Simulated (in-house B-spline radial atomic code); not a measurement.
Successive ionisation energies of argon; each step leads to the configuration of the next row (after the last: [He] 2s2 2p5). NIST's values go from ground level to ground level; the uncertainty of those that are theory runs from under 0.1 % in few-electron ions to several per cent in heavy many-electron ones. Computed with a B-spline radial code for spherical atoms: non-relativistic Hartree-Fock, average of the configuration, point nuclei.

```tsv
ion	configuration	ionisation energy (eV)	tabulated value (eV)	computed minus tabulated (eV)	highest orbital	largest mean radius (bohr)
Ar	[Ne] 3s2 3p6	14.8	15.75961	-1.0	3p	1.663
Ar+	[Ne] 3s2 3p5	27.4	27.62967	-0.2	3p	1.5585
Ar2+	[Ne] 3s2 3p4	41.4	40.735	0.6	3p	1.4753
Ar3+	[Ne] 3s2 3p3	56.5	59.58	-3.0	3p	1.4054
Ar4+	[Ne] 3s2 3p2	72.8	74.84	-2.0	3p	1.3449
Ar5+	[Ne] 3s2 3p1	90.1	91.29	-1.2	3p	1.2913
Ar6+	[Ne] 3s2	?	?	?	?	?
Ar7+	[Ne] 3s1	?	?	?	?	?
Ar8+	[He] 2s2 2p6	421.5	422.6	-1.1	2p	0.40848
```

Q: Fill in the row of Ar6+.

A: ionisation energy (eV): 121.9; tabulated value (eV): 124.41; computed minus tabulated (eV): -2.6; highest orbital: 3s; largest mean radius (bohr): 1.2009.

Q: Fill in the row of Ar7+.

A: ionisation energy (eV): 142.5; tabulated value (eV): 143.4567; computed minus tabulated (eV): -1.0; highest orbital: 3s; largest mean radius (bohr): 1.1658.

Q: Where is the largest jump?

A: From Ar7+ to Ar8+, by a factor of 2.96 (142.45 to 421.47 eV); the highest orbital goes from 3s to 2p.

Q: How far is this level of theory from the measured and semi-empirical values?

A: Over those 9 rows the differences run from -3.05 to +0.645 eV (mean absolute value 1.4 eV). The calculation leaves out relativity, correlation and, in open shells, the multiplet splittings that an average leaves out.
